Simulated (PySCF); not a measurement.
Mapped SMILES: `[CH3:1]/[CH:2]=[C:3](/[CH3:4])[c:5]1[cH:6][cH:7][n-:8][n:9]1`. Hydrogens are named by the atom that carries them.

Geometry: GFN2-xTB; GIAO shifts from PySCF 2.14.0 with density-fitted response routines, gas phase, non-relativistic, averaged over equivalent atoms.

At CAM-B3LYP/pcSseg-1 (198 basis functions, 44 s wall time on 1 thread of an Arm Neoverse V1, shared host):
```json
{"atoms": "C5", "δ (ppm)": "156.9"}
{"atoms": "C3", "δ (ppm)": "141.2"}
{"atoms": "C7", "δ (ppm)": "139.6"}
{"atoms": "C2", "δ (ppm)": "118.9"}
{"atoms": "C6", "δ (ppm)": "105.1"}
{"atoms": "C4", "δ (ppm)": "27.3"}
{"atoms": "C1", "δ (ppm)": "18.2"}
{"atoms": "N8", "δ (ppm)": "390.8"}
{"atoms": "N9", "δ (ppm)": "384.9"}
{"atoms": "H(C7)", "δ (ppm)": "7.15"}
{"atoms": "H(C6)", "δ (ppm)": "5.85"}
{"atoms": "H(C2)", "δ (ppm)": "4.81"}
{"atoms": "H(C1)", "δ (ppm)": "3.45"}
{"atoms": "H(C4)", "δ (ppm)": "1.94"}
```

Shifts are taken against calculated references (same method and geometry level): TMS for $^{13}$C (185.10 ppm) and $^{1}$H (31.78 ppm); $^{15}$N (269.41 ppm) against NH3.

Q: What do these become at HF/pcSseg-1?

A: 
```json
{"atoms": "C5", "δ at HF/pcSseg-1": "155.5", "change": "-1.4"}
{"atoms": "C3", "δ at HF/pcSseg-1": "139.8", "change": "-1.4"}
{"atoms": "C7", "δ at HF/pcSseg-1": "141.1", "change": "+1.5"}
{"atoms": "C2", "δ at HF/pcSseg-1": "116.9", "change": "-2.0"}
{"atoms": "C6", "δ at HF/pcSseg-1": "101.3", "change": "-3.8"}
{"atoms": "C4", "δ at HF/pcSseg-1": "25.4", "change": "-1.9"}
{"atoms": "C1", "δ at HF/pcSseg-1": "16.7", "change": "-1.5"}
{"atoms": "N8", "δ at HF/pcSseg-1": "399.4", "change": "+8.6"}
{"atoms": "N9", "δ at HF/pcSseg-1": "398.6", "change": "+13.7"}
{"atoms": "H(C7)", "δ at HF/pcSseg-1": "7.48", "change": "+0.33"}
{"atoms": "H(C6)", "δ at HF/pcSseg-1": "5.88", "change": "+0.03"}
{"atoms": "H(C2)", "δ at HF/pcSseg-1": "4.75", "change": "-0.06"}
{"atoms": "H(C1)", "δ at HF/pcSseg-1": "3.39", "change": "-0.06"}
{"atoms": "H(C4)", "δ at HF/pcSseg-1": "1.95", "change": "+0.01"}
```

Chemical shifts δ = σref − σ; TMS for $^{13}$C (σ = 193.38 ppm), $^{1}$H (σ = 32.15 ppm); NH3 for $^{15}$N (σ = 267.57 ppm), all at this level.

The largest change is at N9 (pyridine-type nitrogen of an azole). Cost: 198 basis functions, 24 s wall time on 1 thread of an Arm Neoverse V1, shared host. The order of the carbon signals changes between the two levels.

Experimental scales use liquid or dissolved standards, which lie at an offset from isolated NH3 (liquid NH3: subtract about 20 ppm). Unscaled 15N shifts of sp2 nitrogen come out 20 to 40 ppm too high even then.
